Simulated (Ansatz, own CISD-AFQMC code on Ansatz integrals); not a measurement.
CH2B2, SMILES `B=C=B` (charge 0, multiplicity 1).

Cartesian coordinates (Å):
SMILES: B=C=B
```xyz
5

B      1.2529     0.1094     0.4510
C      0.0004    -0.1411    -0.0011
B     -1.2528    -0.3919    -0.4514
H      2.3376     0.3262     0.8426
H     -2.3380    -0.6092    -0.8412
```
Charge 0, spin multiplicity 1.

Frozen-core correlation energies in cc-pVDZ at a geometry from PBE0-D3(BJ)/def2-TZVP, on an HF energy of -88.31331 Ha (<S^2> = 0.00). Wave-function levels are from Ansatz, the walk from an own CISD-AFQMC code on Ansatz integrals (time step 0.005/Ha, trial state from CCSD amplitudes, largest double 0.08).

```csv
level,correlation energy (mHa)
MP2,-278.3
CCSD,-298.9
CCSD(T),-316.1
CCSDT(Q),-318.4
```

**Question.** What correlation energy does phaseless AFQMC give, and where does it lie among these levels?

**Answer.** -316.8 ± 0.4 mHa (one standard error). AFQMC minus each level: MP2 -38.5 mHa, CCSD -17.9 mHa, CCSD(T) -0.7 mHa, CCSDT(Q) +1.7 mHa.
